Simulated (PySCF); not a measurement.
trans-[Ag(CN)2(OH)2]2-, C₂H₂AgN₂O₂ (charge -2 and doublet state).
Structure used (PBE0-D3(BJ)/def2-SVP), in Å, numbered top down from 1:
```xyz
9
C2H2AgN2O2 angstrom
Ag     0.000    0.001    0.000
C      2.061   -0.553    0.437
N      3.125   -0.973    0.692
O      0.439    2.059   -0.478
H     -0.470    2.316   -0.677
C     -2.065    0.557   -0.411
N     -3.128    0.981   -0.662
O     -0.437   -2.063    0.460
H      0.475   -2.325    0.640
```

Level of theory: PBE0-D3(BJ)/def2-SVP geometry optimisation, gas phase, def2 core potentials past Kr in PySCF.

(1) Which atoms are bound to Ag1, and at what distances?

(2) List the angles at Ag1.

(3) What is the shape at Ag1?

(4) What are the other bond lengths?

(5) Give some angles away from the centre.

(6) What are the rotational constants (commonest isotopes, rigid rotor)?

Results:

(1) 4 atoms: O4 2.158 Å, O8 2.159 Å, C6 2.178 Å, C2 2.178 Å. The nearest atom not counted as bound is H5, at 2.46 Å (others tie with it).

(2) 
```tsv
angle	degrees	distance of the outer atoms (Å)
O4–Ag1–O8	179.5	4.32
C2–Ag1–C6	179.3	4.36
C2–Ag1–O4	95.4	3.21
C6–Ag1–O8	95.3	3.21
O4–Ag1–C6	84.7	2.92
C2–Ag1–O8	84.6	2.92
```

(3) Square planar: angles from 84.6° to 179.5°; τ4 = (360° − α − β)/141° = 0.01 with α and β the two widest (0 for a square, 1 for a tetrahedron).

(4) C2–N3, C6–N7 1.172 Å; O4–H5, O8–H9 0.966 Å.

(5) Ag1–C2–N3 173.5°.

(6) A = 3279, B = 1164, C = 858.9 MHz: an asymmetric top.

Point group: C2h (tolerance 0.08 Å). Charge -2, doublet. ⟨S²⟩ = 0.757 (exact for a doublet: 0.75). Whether so highly charged an anion holds all its electrons in the gas phase wasn't checked; a finite basis holds them in any case. The ion is multiply charged and computed without counter-ions or solvent. PBE0-D3(BJ)/def2-SVP frequencies: not computed here.

Hardware: an x86-64 server with one thread, on a shared host. Cost: 3.7 min wall. These figures are those of the optimisation.

Caution for open-shell metal species: one SCF solution and one stationary point were followed, and a lower state or a bent or distorted shape isn't ruled out.
